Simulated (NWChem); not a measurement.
GaH₂Cl; SMILES [Cl][GaH2]

All runs: NWChem. Structure relaxed at the B3LYP/6-31G* (spherical d) level. Hybrids' shares of exact exchange are those that their runs print; pure functionals count as 0. The functionals differ in more than this share.

```csv
row,share of exact exchange,orbital gap (eV)
PBE/def2-TZVP,0.00,4.46
PW91/def2-TZVP,0.00,4.43
TPSSh/def2-TZVP,0.10,5.61
B3LYP/def2-TZVP,0.20,6.06
B3PW91/def2-TZVP,0.20,6.23
MPW1K/def2-TZVP,0.43,8.12
BHandHLYP/def2-TZVP,0.50,8.52
Hartree-Fock/def2-TZVP,1.00,withheld
```

Q: Fit a straight line of the last column on the one before it, predict the withheld value, and compare with the run.

A: 
1. Means of the 7 shown rows: x = 0.204, y = 6.204. Slope Σ(x − x̄)(y − ȳ)/Σ(x − x̄)² = 1.898/0.2328 = 8.156; intercept 4.538.
2. The shown rows scatter about the line by 0.128 (root mean square); the largest residual is +0.26, at TPSSh/def2-TZVP.
3. At x = 1.00 (Hartree-Fock/def2-TZVP; beyond the shown range) the line gives 12.69.
4. The run gives 12.51, -0.18 from the line, 1.4 times the scatter.
